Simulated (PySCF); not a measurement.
SMILES Cc1ccc([SeH])s1 (C₅H₆SSe) (GFN2-xTB optimised geometry):

```
13

C     -2.019     1.926    -0.001
C     -0.721     1.203     0.000
C      0.538     1.711     0.001
C      1.553     0.727     0.001
C      1.048    -0.536     0.000
Se     2.044    -2.154     0.002
S     -0.688    -0.536     0.000
H     -1.843     2.999    -0.002
H     -2.606     1.665    -0.882
H     -2.607     1.666     0.880
H      0.745     2.767     0.002
H      2.607     0.945     0.002
H      0.871    -2.999    -0.015
```

Calculation: PySCF with CAM-B3LYP/def2-TZVP.

Task: What are the frontier orbital energies and the dipole moment?

Result: HOMO-2 -9.25 eV, HOMO-1 -8.55 eV, HOMO -7.05 eV, LUMO 0.62 eV, LUMO+1 0.68 eV; dipole moment 1.31 D.

Meta-Löwdin charges at CAM-B3LYP/def2-TZVP: C1 -0.34, C2 -0.10, C3 -0.16, C4 -0.16, C5 -0.24, Se6 0.06, S7 0.25, H8 0.13, H9 0.12, H10 0.12, H11 0.12, H12 0.13, H13 0.06.
